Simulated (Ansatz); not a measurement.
C2H5O (SMILES C[CH]O), doublet (typed; the unrestricted solution is spin-contaminated), at a GFN2-xTB geometry, with bond 5-2 at 1.8 times its length; HF/def2-SV(P) (Ansatz, a first-principles code).

Here is a job for Ansatz.
Ansatz 0.2 input:
```yaml
crystal:
  periodic: [false, false, false]
  atoms:
    - {symbol: C, position_ang: [1.19309028, -0.36928823, -0.01550432]}
    - {symbol: C, position_ang: [-0.00932706, 0.48045677, -0.15550838]}
    - {symbol: O, position_ang: [-1.20582994, -0.08620026, 0.22487613]}
    - {symbol: H, position_ang: [-1.93007401, 0.51802160, 0.03896304]}
    - {symbol: H, position_ang: [-0.06271196, 1.92154438, -1.45570364]}
    - {symbol: H, position_ang: [2.07699739, 0.24879310, 0.13478836]}
    - {symbol: H, position_ang: [1.06534748, -1.03511733, 0.83459159]}
    - {symbol: H, position_ang: [1.37077470, -0.99016743, -0.90343665]}
basis:
  gaussian:
    orbitals: def2-SV_P_.json
hamiltonian:
  xc: hf
magnetization: {spin_polarized: true, initial_magnetization: 1}
scf: {lower_state_search: standard}
```
The basis file holds def2-SV(P) in the JSON format of the Basis Set Exchange.

What the program printed (banner, timings and long lists left out):

```
Functional definition: HF
582 factors; integrals over basis functions are off by at most 8.5e-4 eV
mean field evaluation 1: about -4165.8964 eV, gradient 2.0e1 eV
mean field evaluation 2: about -4165.8989 eV, gradient 2.0e1 eV
mean field evaluation 4: about -4168.2844 eV, gradient 3.5e0 eV
mean field evaluation 8: about -4168.7124 eV, gradient 1.0e0 eV
mean field evaluation 16: about -4168.8008 eV, gradient 2.2e-5 eV
mean field -4168.85142425 eV, -153.2024640921 hartree, gradient 2.6e-5 eV, S^2 1.371858; 1 other end points of the search recorded, 0 dependent functions left out
reference -4168.85142425 eV, -153.2024640921 hartree; 13, 12 occupied and 39, 40 virtual orbitals, 582 factors
Total energy: -4168.85142425 eV, -153.2024640921 hartree
```
